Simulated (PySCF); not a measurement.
**Heteronuclear NMR**

Molfile (atoms numbered from 1):
```
C6H3F3
     RDKit          3D

 12 12  0  0  0  0  0  0  0  0999 V2000
   -0.8339    2.5404    0.1712 F   0  0  0  0  0  0  0  0  0  0  0  0
   -0.4514    1.2697    0.0821 C   0  0  0  0  0  0  0  0  0  0  0  0
   -1.3799    0.2703   -0.1305 C   0  0  0  0  0  0  0  0  0  0  0  0
   -0.9473   -1.0437   -0.2198 C   0  0  0  0  0  0  0  0  0  0  0  0
    0.3971   -1.3589   -0.0969 C   0  0  0  0  0  0  0  0  0  0  0  0
    1.3071   -0.3430    0.1157 C   0  0  0  0  0  0  0  0  0  0  0  0
    2.6041   -0.6123    0.2366 F   0  0  0  0  0  0  0  0  0  0  0  0
    0.8979    0.9782    0.2069 C   0  0  0  0  0  0  0  0  0  0  0  0
    1.7815    1.9447    0.4095 F   0  0  0  0  0  0  0  0  0  0  0  0
   -2.4246    0.5371   -0.2232 H   0  0  0  0  0  0  0  0  0  0  0  0
   -1.6685   -1.8336   -0.3874 H   0  0  0  0  0  0  0  0  0  0  0  0
    0.7554   -2.3780   -0.1633 H   0  0  0  0  0  0  0  0  0  0  0  0
  1  2  1  0
  2  3  1  0
  3  4  2  0
  4  5  1  0
  5  6  2  0
  6  7  1  0
  6  8  1  0
  8  9  1  0
  8  2  2  0
  3 10  1  0
  4 11  1  0
  5 12  1  0
M  END
```

[PySCF: GIAO B97-2/pcSseg-2 shieldings; PBE0-D3(BJ)/def2-TZVP geometry; non-relativistic Hamiltonian; averaged over atoms made equivalent by symmetry, fast rotation or ring inversion; isolated molecule; a single conformation]

Problem. What are the ¹⁹F shifts?

Solution. 
| atoms | environment | σ (ppm) | δ (ppm) |
| --- | --- | --- | --- |
| F1/F7 | aryl fluorine | 313.2 | -134.0 |
| F9 | aryl fluorine | 341.8 | -161.1 |

Shieldings were converted by a linear fit to measured shifts: ¹⁹F: δ = 163.32 − 0.949σ +9.6 on sp3 carbon (rms 4.2 ppm, 161 shifts, 5.7 ppm with the 8 outliers that the fit left out vs CFCl3, solution or neat liquid). A few per cent of atoms miss by over 2 rms, more outside the fitted compound classes.

On a 300 MHz spectrometer ¹⁹F resonates near 282.3 MHz, so 1 ppm is 282.3 Hz.
